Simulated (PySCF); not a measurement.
# Ga: excitation energy

Ga [Ar] 3d10 4s2 4p1 (2P) → Ga [Ar] 3d10 4s2 4d1 (2D), as a difference of total energies. Computed with PySCF 2.14 in aug-cc-pwCVTZ-PP with ECP10MDF (8s7p6d4f1g, 96 functions), with a scalar-relativistic core potential. Correlated levels: valence: 3s2 3p6 3d10 frozen; valence and next inner shell: nothing frozen outside the core potential. The calculations carry no spin-orbit coupling.

```json
{"method": "UHF", "excitation energy (eV)": "4.435", "error (eV)": "+0.190"}
{"method": "LDA", "excitation energy (eV)": "4.306", "error (eV)": "+0.061"}
{"method": "PBE", "excitation energy (eV)": "4.125", "error (eV)": "-0.120"}
{"method": "PBE0", "excitation energy (eV)": "4.284", "error (eV)": "+0.039"}
{"method": "r2SCAN", "excitation energy (eV)": "4.506", "error (eV)": "+0.261"}
{"method": "r2SCANh", "excitation energy (eV)": "4.532", "error (eV)": "+0.287"}
{"method": "M06-L", "excitation energy (eV)": "4.116", "error (eV)": "-0.129"}
{"method": "B97-3", "excitation energy (eV)": "4.142", "error (eV)": "-0.103"}
{"method": "wB97X", "excitation energy (eV)": "4.591", "error (eV)": "+0.346"}
{"method": "MP2 (valence)", "excitation energy (eV)": "4.493", "error (eV)": "+0.248"}
{"method": "SCS-MP2 (valence)", "excitation energy (eV)": "4.495", "error (eV)": "+0.250"}
{"method": "MP2 (valence and next inner shell)", "excitation energy (eV)": "4.555", "error (eV)": "+0.310"}
{"method": "SCS-MP2 (valence and next inner shell)", "excitation energy (eV)": "4.526", "error (eV)": "+0.281"}
```

Reference: 4.245 eV (measured; NIST levels, between the centres of gravity of the two terms).

Errors of the correlated levels include the incompleteness of this basis and the frozen core.

The promoted electron is Rydberg-like, and one or two diffuse shells describe it only roughly, which tends to raise the upper state.
